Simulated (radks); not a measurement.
Values are calculated unless marked as measured or tabulated.
Ionisation of the carbon ion C+, [He] 2s2 2p1, to [He] 2s2 as the strength of local exchange is varied. Level of theory: scalar-relativistic Kohn-Sham, Slater X-alpha exchange (alpha = 2/3 is LDA exchange), no correlation, spin-polarised, spherical densities, point nucleus; open shells are filled with parallel spins first (a radial shooting solver on a logarithmic mesh with Libxc functionals).

| alpha | E(C+) (hartree) | exchange (hartree) | IE (eV) | -e of the level emptied (eV) | <r> of it (bohr) |
|---|---|---|---|---|---|
| 0.551 | -36.02644 | -3.33978 | 21.700 | 15.063 (2p) | 1.550 |
| 0.621 | -36.45245 | -3.79431 | 22.725 | 16.044 (2p) | 1.517 |
| 0.667 | -36.73426 | -4.09670 | 23.412 | 16.704 (2p) | 1.496 |
| 0.868 | -37.98286 | -5.45232 | 26.530 | 19.736 (2p) | 1.412 |
| 1.007 | -38.86271 | -6.42240 | 28.799 | 21.970 (2p) | 1.360 |

NIST Atomic Spectra Database: 24.383 eV (measured). The Delta-SCF value meets it near alpha = 0.73. Open shells are spherical and high-spin; term and fine-structure splittings are not resolved.
